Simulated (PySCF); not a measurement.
C8H5N5, SMILES C1=CC2=NC=NC3=CC=NC(=N1)N32.

Coordinates come from a PBE-D3(BJ)/def2-SVP optimisation.

The numbers are results of PBE/def2-SVP run with PySCF, not measurements.

```
Item                                                                                                             Result
---------------------------------------------------------------------------------------------  ------------------------
total energy                                                                                         -580.52741 hartree
point group                                                                                                         C2v
highest occupied level                                                                                         -5.41 eV
lowest empty level                                                                                             -3.44 eV
orbital gap                                                                                                     1.97 eV
dipole moment                                                                                                 0.242 e·Å
quadrupole, principal values (traceless, Buckingham form, about the centre of nuclear charge)   -14.95, 0.76, 14.19 D·Å
mean static polarisability                                                                       119.6 bohr³ (17.73 Å³)
polarisability, principal values                                                               47.7, 148.5, 162.7 bohr³
```
